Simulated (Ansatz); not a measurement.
Geometry optimisation, RKS PBE/def2-SVP in Ansatz.

The input (input.yaml):

```yaml
crystal:
  periodic: [false, false, false]
  atoms:
    - { symbol: Hf, position_ang: [-0.154737, -0.031779, -0.013735] }
    - { symbol: O, position_ang: [-0.445416, -0.069735, 1.985715] }
    - { symbol: Si, position_ang: [-1.436584, -0.345406, 3.328663] }
    - { symbol: H, position_ang: [-2.708756, -1.036815, 2.889971] }
    - { symbol: H, position_ang: [-0.691585, -1.213289, 4.304725] }
    - { symbol: H, position_ang: [-1.794969, 0.971885, 3.973769] }
    - { symbol: F, position_ang: [1.691684, -0.019519, -0.528279] }
    - { symbol: F, position_ang: [-0.831243, 1.661309, -0.586739] }
    - { symbol: Cl, position_ang: [-1.449141, -1.647656, -1.173674] }
    - { symbol: P, position_ang: [1.543192, -3.046398, 1.497577] }
    - { symbol: H, position_ang: [0.459951, -3.414797, 0.62432] }
    - { symbol: H, position_ang: [2.325855, -2.495292, 0.423771] }
    - { symbol: H, position_ang: [0.945149, -1.789909, 1.832815] }
basis:
  gaussian: { orbitals: def2-SVP }
hamiltonian:
  xc: pbe
relax:
  f_tol: 0.03
  max_steps: 50
```

Command:

```bash
$ ansatz run input.yaml --threads 4 --pin off --max-ram 5120MiB --backend cpu --events-out ev --progress --plain --runs-dir out
```

Question: Where does it end, and by what steps?

Answer: It converged. After 15 steps the energy has fallen by 0.179 eV; H13 moved furthest, 0.99 Å.

```tsv
step	energy less start (eV)	largest force component (eV/Å)	accepted
0	0.0000	1.382	yes
1	-0.1103	0.130	yes
2	-0.1288	0.081	yes
3	-0.1404	0.156	yes
4	-0.1480	0.118	yes
5	-0.1553	0.382	yes
6	-0.1624	0.265	yes
7	-0.1681	0.112	yes
8	-0.1719	0.074	yes
9	-0.1735	0.284	yes
10	-0.1756	0.128	yes
11	-0.1770	0.033	yes
12	-0.1781	0.031	yes
13	-0.1784	0.126	yes
14	-0.1789	0.046	yes
15	-0.1791	0.003	yes
```

```xyz
13
Properties=species:S:1:pos:R:3
Hf -0.359 0.093 -0.119
O -0.911 -0.107 1.723
Si -1.446 -0.226 3.321
H -2.819 -0.835 3.333
H -0.494 -1.099 4.089
H -1.486 1.147 3.927
F 1.557 0.182 -0.227
F -1.049 1.768 -0.737
Cl -1.255 -1.643 -1.466
P 1.736 -3.427 1.321
H 0.682 -3.416 0.338
H 2.344 -2.236 0.784
H 0.952 -2.679 2.272
```

Whether the end is a true minimum wasn't checked by a vibrational analysis.

Run time: 43 s on 4 threads of AMD EPYC 7B13 (Zen 3), with other jobs on the host, peak memory 0.27 GiB.
